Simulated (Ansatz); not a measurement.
Relaxation of C$_{2}$H$_{8}$AlCl (12 atoms, charge 0, multiplicity 1), to a largest force component of 0.03 eV/Å in at most 50 steps.

Method: Ansatz, RKS PBE-D4/def2-SVP.

```xyz
12
Properties=species:S:1:pos:R:3
Al -0.280 0.657 0.118
C 1.485 0.113 0.792
C -0.967 0.220 -1.661
Cl -1.485 1.894 1.374
H -0.197 -1.491 1.308
H -0.832 -1.793 1.400
H 2.246 0.866 0.483
H 1.532 0.049 1.896
H 1.816 -0.853 0.360
H -1.817 0.870 -1.955
H -1.327 -0.832 -1.681
H -0.173 0.300 -2.434
```

Task: Where does it end, and by what steps?

Result: The run converged. The force dipped under the threshold on the way, but the program's further checks kept it going. After 29 steps the energy has fallen by 0.184 eV; H10 moved furthest, 0.94 Å.

```tsv
step	energy less start (eV)	largest force component (eV/Å)	accepted
0	0.0000	2.337	yes
2	-0.1278	0.274	yes
4	-0.1346	0.176	yes
6	-0.1467	0.233	yes
8	-0.1553	0.058	yes
10	-0.1597	0.080	yes
12	-0.1424	0.870	no
14	-0.1694	0.176	yes
16	-0.1740	0.074	yes
18	-0.1763	0.055	yes
20	-0.1779	0.035	yes
22	-0.1806	0.084	yes
24	-0.1826	0.123	yes
26	-0.1836	0.042	yes
28	-0.1840	0.037	yes
29	-0.1841	0.019	yes
```

```xyz
12
Properties=species:S:1:pos:R:3
Al -0.163 0.513 0.166
C 1.657 0.119 0.768
C -0.902 0.068 -1.591
Cl -1.340 1.802 1.418
H -0.924 -1.575 1.025
H -1.313 -1.057 1.449
H 2.350 0.923 0.436
H 1.731 0.069 1.874
H 2.045 -0.833 0.347
H -2.011 0.027 -1.584
H -0.517 -0.901 -1.976
H -0.613 0.844 -2.334
```

The run took 47 s on 2 threads of Arm Neoverse V2, with other jobs on the host, peak memory 0.14 GiB.
